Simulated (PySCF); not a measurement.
[Nd(NH2)4]− relaxed at several levels

Computed with PySCF 2.14.0, def2-SVP on the ligands, density fitting, scalar-relativistic core potentials, no spin-orbit coupling, vacuum. Each row is relaxed at its own level from the same template. Distances are means of the shortest metal–ligand contacts, charges and spins Mulliken's; removal energies are rigid, with the ligand's formal charge and no counterpoise, so too large; for an anion taken off a cation in vacuum most of it is the attraction of opposite charges, and multiply charged cations can part far more cheaply with an electron moved from ligand to metal. lcecp potentials hold a fixed number of 4f electrons in the core, out of states, spins and gaps.

| level | basis on the metal | point group | M–NH2 (Å) | charge on M (e) | removal of one NH2 (eV) | strongest infrared band, degenerate modes summed (cm⁻¹) | unstable modes (below −25 cm⁻¹) |
| --- | --- | --- | --- | --- | --- | --- | --- |
| BP86 | lcecp-1-SVP with ECP49 | S4 | 2.329 | 0.40 | 4.95 | 435 | 0 |

What does the calculation give for PBE0, lcecp-1-SVP with ECP49?

point group: S4, M–NH2 (Å): 2.320, charge on M (e): 0.66, removal of one NH2 (eV): 5.02, strongest infrared band, degenerate modes summed (cm⁻¹): 447, unstable modes (below −25 cm⁻¹): 0.
```xyz
13

Nd   -0.0001    0.0000    0.0000
N     1.3945    1.2553    1.3645
H     1.3673    1.4442    2.3670
H     2.2619    1.6825    1.0320
N    -1.3948   -1.3645    1.2552
H    -2.2613   -1.0319    1.6831
H    -1.3676   -2.3670    1.4443
N     1.3945   -1.2553   -1.3645
H     2.2619   -1.6825   -1.0320
H     1.3673   -1.4442   -2.3670
N    -1.3948    1.3645   -1.2552
H    -1.3676    2.3670   -1.4443
H    -2.2613    1.0319   -1.6831
```

Moved off a saddle point of the template and relaxed again: BP86, PBE0. One start shape was tried for each, so a minimum needn't be the lowest isomer.
